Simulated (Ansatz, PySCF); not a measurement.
Gas-phase reaction (SMILES): O[Si](O)(O)O [silicic acid] + [H][H] (H2) → O[SiH](O)O + O (H2O); hydrogen cleaves one Si-O bond, a model of a ligand-exchange step.

Structures are relaxed separately at B3LYP-D3(BJ)/def2-TZVP in Ansatz (a first-principles code), one conformer each, not searched for the lowest. Correlated levels leave the core frozen unless marked. No spin-orbit coupling. Non-relativistic. CBS marks a two-point X^-3 extrapolation of the correlation energy; Hartree-Fock from the larger set. [CCSD(T)-MP2]/basis is that difference in the basis named. Thermal terms are rigid-rotor harmonic-oscillator values from B3LYP-D3(BJ) frequencies (Ansatz or PySCF) at 298.15 K and 1 atm. 1 Eh = 627.5095 kcal/mol.

```
species       E, RI-MP2/CBS(aug-cc-pV(T+d)Z,aug-cc-pV(Q+d)Z)+[CCSD(T)-MP2]/aug-cc-pV(T+d)Z (Ansatz) (Eh)  E, PBE-D3(BJ)/def2-TZVPD (Ansatz + dftd3) (Eh)  H - E (Eh)
------------  ------------------------------------------------------------------------------------------  ----------------------------------------------  ----------
O[Si](O)(O)O                                                                                  -592.40587                                      -592.70290     0.06559
[H][H] (H2)                                                                                     -1.17524                                        -1.16598     0.01336
O[SiH](O)O                                                                                    -517.16771                                      -517.45639     0.05830
O (H2O)                                                                                        -76.37791                                       -76.38147     0.02495
```

Problem. Work out ΔE and ΔH at 298.15 K at the first level, then ΔH at the second.

Solution. 
1. ΔE = [(-517.16771) + (-76.37791)] - [(-592.40587) + (-1.17524)] = 0.03549 Eh = 22.3 kcal/mol at RI-MP2/CBS(aug-cc-pV(T+d)Z,aug-cc-pV(Q+d)Z)+[CCSD(T)-MP2]/aug-cc-pV(T+d)Z.
2. The terms H - E add up to 0.00430 Eh, so ΔH = (0.03549 + (0.00430))×627.5095 = 25.0 kcal/mol.
3. At PBE-D3(BJ)/def2-TZVPD the same steps give ΔE = 19.5 and ΔH = 22.2 kcal/mol, a shift of -2.8 from the first level.
4. These values are not checked against measurement here, since the tables used lack a sound gas-phase enthalpy of formation for at least one species.
